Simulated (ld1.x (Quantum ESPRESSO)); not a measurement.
**O (Z = 8): one change to a TM potential, before and after**

ld1.x (Quantum ESPRESSO) 7.5 input, shortened:

```
&input
   title='O', zed=8., rel=1, dft='PZ', iswitch=3,
   config='[He] 2s2 2p2 3d-2'
 /
 &inputp
   pseudotype=2, tm=.true., lloc=1,
   nlcc=.false.
 /
3
2S  1  0   2.00   0.00  0.65  0.65  0.0
3D  3  2  -2.00   0.50  1.40  1.40  0.0
2P  2  1   2.00   0.00  1.60  1.60  0.0
 &test
   configts(1)='2s2 2p2'
 /
```

All-electron outer shells of the reference configuration (LDA (PZ), scalar-relativistic, ld1.x):

```csv
shell,level (eV),outermost node (bohr),outermost maximum (bohr)
2s,-58.02,0.28,0.84
2p,-43.35,–,0.74
```

Change: wave 2p (bound): rc 1.60 bohr becomes 2p (bound): rc 1.10 bohr.

Cutoffs: the cutoffs (Ry, on a coarse ladder) from which the occupation-weighted sum of valence levels, in a spherical-Bessel basis at the reference potential, stays within 10 and 1 mRy of its value at 400 Ry; they do not see the model core or the augmentation charge, which bear on the density cutoff. Errors are all-electron minus pseudo energies relative to the spin-unpolarised reference configuration.

Task: What does the change do?

Result: The potential gets neither clearly harder nor softer (160 Ry and 300 Ry → 160 Ry and 300 Ry); of the 9 tests that both files solve, the error grows in 1 and shrinks in 7 by more than 15 % and 0.3 meV (median size 180.2 → 74.6 meV); neither file shows a bound ghost.

| quantity | base | changed |
| --- | --- | --- |
| cutoff, loose | 160 Ry | 160 Ry |
| cutoff, tight | 300 Ry | 300 Ry |
| loose cutoff by channel (10 mRy a level) | s 80 Ry, p 50 Ry | s 80 Ry, p 90 Ry |
| bound ghosts | none | none |
| error for 2s2 2p4, meV [ΔE -50.29 eV] | +67 | +30 |
| error for 2s2 2p3, meV [ΔE -33.71 eV] | +60 | +20 |
| error for 2s2 2p1, meV [ΔE 53.96 eV] | +227 | +74 |
| error for 2s2 2p3.5, meV [ΔE -43.93 eV] | +78 | +28 |
| error for 2s2 2p0, meV [ΔE 130.92 eV] | +1420 | +531 |
| error for 2s1 2p5, meV [ΔE -35.71 eV] | +293 | +86 |
| error for 2s1 2p4, meV [ΔE -18.87 eV] | +252 | +75 |
| error for 2s2 2p2 (spin-polarised), meV [ΔE -2.23 eV] | +177 | +290 |
| error for 2s2 2p4 (spin-polarised), meV [ΔE -51.70 eV] | +180 | +171 |
